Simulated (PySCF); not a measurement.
# Relaxation of triplet Ge₂H₄

Method: PySCF, UPBE0, basis Ge def2-TZVP, H def2-TZVP (no relativity, density fitting). A (50,194) grid was used.

A start displaced from a saddle point along its imaginary mode, of Cs symmetry, held to at least that symmetry:

```xyz
6
charge 0 multiplicity 3, angstrom
Ge    1.3283    0.0000   -0.1632
Ge   -1.3383    0.0000    0.1689
H     0.2010    1.1236   -0.1486
H     0.2010   -1.1236   -0.1486
H     1.9313    0.0000    1.2769
H    -1.6008    0.0000   -1.4011
```

**Question.** What forces act on the atoms at the start (eV/Å)?

**Answer.** 
```csv
atom,Fx,Fy,Fz
Ge1,0.73,0.00,0.14
Ge2,-0.34,0.00,-0.12
H3,-0.18,0.42,-0.02
H4,-0.18,-0.42,-0.02
H5,-0.05,0.00,-0.15
H6,0.02,0.00,0.16
```

**Question.** What does it relax to?

**Answer.** It ends at Cs with Ge–Ge 2.423 Å, Ge–H 1.535 Å, Ge–H 1.540 Å (×2), Ge–H 1.550 Å; Ge–Ge–H 107.0°, Ge–Ge–H 110.7° (×2), Ge–Ge–H 122.1°, H–Ge–H 109.3°, H–Ge–H 109.6° (×2) (after a last refinement on a finer grid). A frequency run shows a minimum.

**Question.** How much energy is released, and in how many steps?

**Answer.** 138.3 kJ/mol in 26 steps.

At this level a singlet minimum of C2h symmetry lies 73 kJ/mol below this structure.

The relaxation took 110 s on 4 threads of a shared Arm Neoverse V1 host, with 120 basis functions and 28 gradients; the process peaked at 1.7 GiB.
